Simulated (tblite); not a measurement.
C₄H₁₁NO₃Si₂.
Numbering: `[NH2:1][C:2](=[O:3])[CH2:4][CH2:5][O:6][C:7](=[O:8])[SiH2:9][SiH3:10]` (hydrogens: H11, H12 on N1; H13, H14 on C4; H15, H16 on C5; H17, H18 on Si9; H19, H20, H21 on Si10)

Computed with GFN2-xTB (tblite), gas phase: L-BFGS steps from a force-field or distance-geometry start until the largest atomic force falls under 0.01 eV/Å.

Step 9: E = -891.2052 eV
```
atom  x, y, z in Å  |  force x, y, z in eV/Å
N1     -1.7996    2.2856   -0.7868    0.035  -0.017   0.013
C2     -1.9178    2.4913    0.5351    0.002  -0.008   0.090
O3     -2.3332    3.5230    1.0171    0.030  -0.105   0.036
C4     -1.5071    1.2837    1.3913    0.007   0.024  -0.059
C5      0.0055    0.9994    1.3401   -0.118   0.079   0.001
O6      0.3020   -0.3703    1.0155   -0.073   0.120   0.043
C7      0.1380   -0.7654   -0.2379   -0.011  -0.026  -0.136
O8     -0.2340   -0.0308   -1.1325   -0.014  -0.013  -0.043
Si9     0.6650   -2.5640   -0.6009   -0.013  -0.065  -0.016
Si10    2.8146   -2.4217   -1.4312    0.089  -0.011  -0.006
H11    -1.3396    1.4564   -1.1433    0.012   0.011  -0.026
H12    -2.0054    3.0466   -1.4122    0.004  -0.007  -0.013
H13    -1.8324    1.4876    2.4097    0.036  -0.055   0.048
H14    -2.0293    0.3966    1.0280   -0.098   0.050  -0.008
H15     0.4742    1.6590    0.5998    0.092  -0.127   0.021
H16     0.4687    1.1456    2.3153    0.027   0.055  -0.017
H17     0.4923   -3.3630    0.6139   -0.036   0.079   0.047
H18    -0.3112   -3.0311   -1.5906   -0.037   0.015   0.034
H19     3.7158   -1.8329   -0.4326    0.029  -0.004  -0.049
H20     3.3128   -3.7646   -1.7428    0.027   0.034  -0.010
H21     2.9120   -1.6140   -2.6519    0.010  -0.027   0.050
```

Step 10: E = -891.2086 eV
```
atom  x, y, z in Å  |  force x, y, z in eV/Å
N1     -1.8004    2.2855   -0.7862    0.028   0.011   0.024
C2     -1.9181    2.4912    0.5363    0.017  -0.038   0.047
O3     -2.3336    3.5212    1.0196    0.004  -0.037   0.051
C4     -1.5070    1.2841    1.3909   -0.032   0.025  -0.029
C5      0.0032    0.9993    1.3391   -0.081   0.064   0.008
O6      0.2958   -0.3688    1.0150   -0.014   0.031  -0.006
C7      0.1417   -0.7640   -0.2410   -0.078  -0.058  -0.064
O8     -0.2367   -0.0333   -1.1354    0.012   0.024  -0.067
Si9     0.6621   -2.5655   -0.5977    0.107  -0.013  -0.065
Si10    2.8184   -2.4220   -1.4316    0.015  -0.018   0.025
H11    -1.3384    1.4575   -1.1417    0.017  -0.005  -0.034
H12    -2.0045    3.0466   -1.4126    0.005  -0.016   0.001
H13    -1.8314    1.4859    2.4104    0.033  -0.050   0.036
H14    -2.0318    0.3989    1.0263   -0.086   0.042  -0.004
H15     0.4761    1.6540    0.5987    0.084  -0.081  -0.004
H16     0.4712    1.1430    2.3125    0.008   0.068  -0.003
H17     0.4886   -3.3590    0.6179   -0.040   0.056   0.077
H18    -0.3142   -3.0272   -1.5871   -0.055  -0.002   0.014
H19     3.7201   -1.8318   -0.4337    0.021  -0.010  -0.054
H20     3.3159   -3.7649   -1.7443    0.027   0.035  -0.008
H21     2.9142   -1.6138   -2.6522    0.008  -0.029   0.053
```

Step 11: E = -891.2114 eV
```
atom  x, y, z in Å  |  force x, y, z in eV/Å
N1     -1.8011    2.2859   -0.7851    0.042  -0.009   0.028
C2     -1.9182    2.4908    0.5381    0.016  -0.037  -0.003
O3     -2.3341    3.5192    1.0227   -0.018   0.025   0.062
C4     -1.5078    1.2848    1.3902   -0.053   0.007   0.015
C5      0.0001    1.0000    1.3383   -0.012   0.018   0.000
O6      0.2902   -0.3675    1.0136    0.019  -0.052  -0.049
C7      0.1431   -0.7638   -0.2446   -0.114  -0.039  -0.009
O8     -0.2387   -0.0351   -1.1390    0.035   0.024  -0.063
Si9     0.6621   -2.5674   -0.5958    0.150   0.026  -0.075
Si10    2.8221   -2.4225   -1.4315   -0.040  -0.021   0.042
H11    -1.3368    1.4585   -1.1405    0.007   0.007  -0.027
H12    -2.0034    3.0462   -1.4128    0.001  -0.008   0.007
H13    -1.8301    1.4836    2.4114    0.024  -0.041   0.025
H14    -2.0352    0.4017    1.0245   -0.073   0.030  -0.002
H15     0.4789    1.6480    0.5973    0.065  -0.028  -0.025
H16     0.4737    1.1412    2.3098   -0.020   0.077   0.002
H17     0.4840   -3.3541    0.6231   -0.035   0.049   0.076
H18    -0.3181   -3.0231   -1.5831   -0.056  -0.017   0.003
H19     3.7244   -1.8310   -0.4359    0.025  -0.008  -0.043
H20     3.3193   -3.7643   -1.7458    0.032   0.021  -0.009
H21     2.9165   -1.6142   -2.6514    0.005  -0.022   0.042
```

Task: Estimate the geometry and energy of step 12. (The exact step hangs on the optimiser's Hessian estimate; all steps are aligned on step 11, rigid shifts and turns removed.)

Result: E = -891.2142 eV, largest force 0.133 eV/Å
```
atom  x, y, z in Å  |  force x, y, z in eV/Å
N1     -1.8010    2.2860   -0.7834    0.035   0.021   0.016
C2     -1.9184    2.4905    0.5402    0.005  -0.016  -0.028
O3     -2.3350    3.5173    1.0269   -0.030   0.064   0.050
C4     -1.5094    1.2856    1.3898   -0.042  -0.021   0.051
C5     -0.0032    1.0006    1.3372    0.061  -0.044  -0.020
O6      0.2845   -0.3671    1.0109    0.030  -0.108  -0.071
C7      0.1420   -0.7644   -0.2489   -0.111  -0.016   0.032
O8     -0.2400   -0.0367   -1.1440    0.045   0.018  -0.052
Si9     0.6649   -2.5692   -0.5949    0.114   0.046  -0.051
Si10    2.8257   -2.4235   -1.4308   -0.065  -0.021   0.044
H11    -1.3350    1.4598   -1.1393    0.007  -0.002  -0.022
H12    -2.0021    3.0458   -1.4129    0.002  -0.018   0.029
H13    -1.8283    1.4805    2.4128    0.009  -0.028   0.018
H14    -2.0401    0.4053    1.0224   -0.057   0.013   0.001
H15     0.4828    1.6410    0.5951    0.033   0.024  -0.039
H16     0.4762    1.1402    2.3068   -0.051   0.076   0.000
H17     0.4781   -3.3475    0.6303   -0.020   0.057   0.044
H18    -0.3233   -3.0184   -1.5783   -0.034  -0.030   0.005
H19     3.7297   -1.8304   -0.4393    0.032  -0.003  -0.023
H20     3.3238   -3.7631   -1.7477    0.037  -0.002  -0.009
H21     2.9193   -1.6152   -2.6496    0.000  -0.011   0.025
```

The energy changes by -0.0028 eV. The first-order estimate −F·Δx gives -0.0040 eV and the mean of the old and new forces, exact on a quadratic surface, -0.0028 eV. The step makes an angle of 61° with the force vector and moves no atom by more than 0.011 Å.

What follows is the cost of the whole relaxation. Hardware: an Arm Neoverse V2 with one thread, on a shared host. Cost: 0.6 s of wall time.
